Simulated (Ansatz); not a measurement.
Input for Ansatz (development build ahead of 0.2.0):

```yaml
crystal:
  periodic: [false, false, false]
  atoms:
    - { symbol: V, position_ang: [0.0, 0.0, 0.0] }
    - { symbol: F, position_ang: [0.0, 2.5322, 1.773] }
    - { symbol: P, position_ang: [0.0, -3.1351, 2.1952] }
basis:
  gaussian: { orbitals: pcseg-2 }
magnetization:
  spin_polarized: true
  initial_magnetization: 5
hamiltonian:
  xc: r2scan
```

The input is written out in the form of the current development build from the run's settings.

Results

| Property | Result |
| --- | --- |
| Converged | yes |
| Total energy | -1384.93659 hartree |
| Spin squared of the determinant | 9.652 |
| Stability test | minimum |

Caution: other spin multiplicities were not run; the unrestricted determinant is a mixture of spin states.
